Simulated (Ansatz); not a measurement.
# Ligand exchange: C2H5FSn + SiH3(OH) → C2H6OSn + SiH3F

Gas-phase species: C2H5FSn `C[CH2][Sn][F]`, singlet; SiH3(OH) (silanol), singlet; C2H6OSn `C[CH2][Sn][OH]`, singlet; SiH3F `F[SiH3]`, singlet. The partners trade F for OH: Sn–F and Si–OH bonds give way to Sn–OH and Si–F.

Shapes, held fixed at every level: PBE0-D4/def2-TZVP. Flexible molecules stand in one conformer, not always the lowest. Programs: Ansatz 0.2.0. The zero-point and thermal change to 298 K, harmonic and unscaled (PBE0-D4/def2-TZVP), is +0.3 kJ/mol.

Question: Estimate ΔH(298 K) of this reaction.

Answer: The highest level, CCSD(T)/def2-TZVPP, gives ΔH(298 K) = -10.6 kJ/mol; the levels span -10.6 to -1.9. The column of differences is taken from that level and isn't an error. No measured value is set beside it here. For atoms past krypton def2 sets carry core potentials with scalar relativity. Outer-core shells of Sn are correlated, in sets that cover them unevenly.

```json
{"level": "SPW92/def2-TZVPP", "kind": "LDA", "ΔH(298 K) (kJ/mol)": "-7.9", "less CCSD(T)/def2-TZVPP": "+2.7"}
{"level": "BHLYP-D4/def2-TZVPP", "kind": "global hybrid", "ΔH(298 K) (kJ/mol)": "-2.2", "less CCSD(T)/def2-TZVPP": "+8.4"}
{"level": "PBE0-D4/def2-TZVPP", "kind": "global hybrid", "ΔH(298 K) (kJ/mol)": "-3.3", "less CCSD(T)/def2-TZVPP": "+7.3"}
{"level": "wB97X-V/def2-TZVPP", "kind": "range-separated hybrid", "ΔH(298 K) (kJ/mol)": "-1.9", "less CCSD(T)/def2-TZVPP": "+8.7"}
{"level": "B2PLYP/def2-TZVPP", "kind": "double hybrid", "ΔH(298 K) (kJ/mol)": "-6.1", "less CCSD(T)/def2-TZVPP": "+4.5"}
{"level": "CCSD(T)/def2-SVP", "kind": "coupled cluster or CI", "ΔH(298 K) (kJ/mol)": "-5.1", "less CCSD(T)/def2-TZVPP": "+5.5"}
{"level": "CCSD/def2-SVP", "kind": "coupled cluster or CI", "ΔH(298 K) (kJ/mol)": "-2.7", "less CCSD(T)/def2-TZVPP": "+7.9"}
{"level": "CCSD(T)/def2-TZVPP", "kind": "coupled cluster or CI", "ΔH(298 K) (kJ/mol)": "-10.6", "less CCSD(T)/def2-TZVPP": "0.0"}
```
